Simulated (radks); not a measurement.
Numerical settings for the palladium ion Pd2+, [Kr] 4d8. Method: scalar-relativistic Kohn-Sham, PBE, spin-polarised, spherical densities, finite nucleus; open shells are filled with parallel spins first (spin-orbit coupling, left out, can overturn this in heavy ions); Fermi nuclear charge, rms radius 4.5318 fm; computed with a radial shooting solver on a logarithmic mesh with Libxc functionals. The defaults (mesh step 0.008 in ln r, mesh end at 40 bohr or more with all orbitals vanishing there, Anderson mixing 0.5 over 9 steps, residual threshold near 1e-9 with the energy settled to 1e-9 hartree or 1e-11 of itself, here a cap of 76 iterations) give E = -5044.7213 hartree and 4d at -26.524 eV in 15 iterations. Run on one thread of a shared host, so times are rough (Arm Neoverse V2): 0.17 s of CPU time, 0.17 s wall, 15 iterations on 2198 mesh points. Changes against that run (0 stands for a change within the tolerance of the run):

| setting | iterations | converged | E (mhartree) | e(4d) (meV) | CPU (s) |
|---|---|---|---|---|---|
| mesh step in ln r 0.003 | 27 | yes | 0 | 0 | 0.64 |
| mesh step in ln r 0.012 | 16 | yes | 0 | 0 | 0.12 |
| mesh step in ln r 0.12 | 2 | no | diverged | - | 0.01 |
| mesh end (bohr) 20 | 15 | yes | 0 | 0 | 0.17 |
| mesh end (bohr) 2 | 15 | level above zero | +5.34e+03 | +3.56e+04 | 0.14 |
| residual threshold 0.001 | 10 | yes | 0 | -0.185 | 0.13 |
| residual threshold 0.1 | 10 | yes | 0 | -0.185 | 0.13 |
| mixing 1.5 | 19 | yes | 0 | 0 | 0.2 |
| linear mixing, mixing 0.2 | 76 | no | 0 | 0 | 0.7 |
| linear mixing, mixing 0.8 | 51 | no | diverged | - | 0.6 |
| mixing history 3 | 21 | yes | 0 | 0 | 0.22 |
| iteration cap 2 | 2 | no | +1.19e+03 | -2.36e+04 | 0.04 |

Settled on a wrong energy, with an occupied level pushed above zero by the early mesh end: mesh end (bohr) 2 (+5.34 hartree). Apart from these: no run marked as converged misses the energy by more than 1 mhartree. A mesh that ends early acts as a hard wall.
